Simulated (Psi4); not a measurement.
Psi4 input (wB97X-D/6-31G*):

```
memory 1500 MB

molecule {
0 2
H     3.17390800   -0.44453700   -0.13328900
C     2.10824700   -0.39349900    0.01246700
C     1.08476600    0.25353900   -0.46252300
C    -0.32681600    0.05037900    0.00898800
F    -1.12081400   -0.33631300   -1.01310700
F    -0.84206400    1.20461300    0.48533400
F    -0.43177400   -0.87052000    0.97552400
H     1.18077400    1.00199700   -1.25006100
symmetry c1
no_reorient
no_com
}

set {
  basis 6-31G*
  reference uks
  scf_type pk
  dft_radial_points 99
  dft_spherical_points 590
  e_convergence 1e-8
  d_convergence 1e-7
  maxiter 150
}

e = energy('wb97x-d')
print_out(f'\nFINAL {e:.10f} DIPOLE {variable("CURRENT DIPOLE")[0]:.6f} {variable("CURRENT DIPOLE")[1]:.6f} {variable("CURRENT DIPOLE")[2]:.6f}\n')
```

From the output:

```
  HONO-1 :   23  A 1.9936828
  HONO-0 :   24  A 1.0000000
  LUNO+0 :   25  A 0.0063172
  LUNO+1 :   26  A 0.0007895
  LUNO+2 :   27  A 0.0002160
  LUNO+3 :   28  A 0.0001968

Computation Completed

Properties will be evaluated at   0.000000,   0.000000,   0.000000 [a0]

Properties computed using the SCF density matrix

 Multipole Moments:

 ------------------------------------------------------------------------------------
     Multipole            Electronic (a.u.)      Nuclear  (a.u.)        Total (a.u.)
 ------------------------------------------------------------------------------------

 L = 1.  Multiply by 2.5417464519 to convert [e a0] to [Debye]
 Dipole X            :          0.9295479           -0.0000076            0.9295404
 Dipole Y            :          0.1783956           -0.0000113            0.1783843
 Dipole Z            :         -0.3563642            0.0000019           -0.3563623
 Magnitude           :                                                    1.0113656

 ------------------------------------------------------------------------------------

FINAL -414.8195761544 DIPOLE 0.929540 0.178384 -0.356362

*** Psi4 exiting successfully. Buy a developer a beer!
```

The geometry given is a B3LYP-D3(BJ)/def2-TZVP minimum.
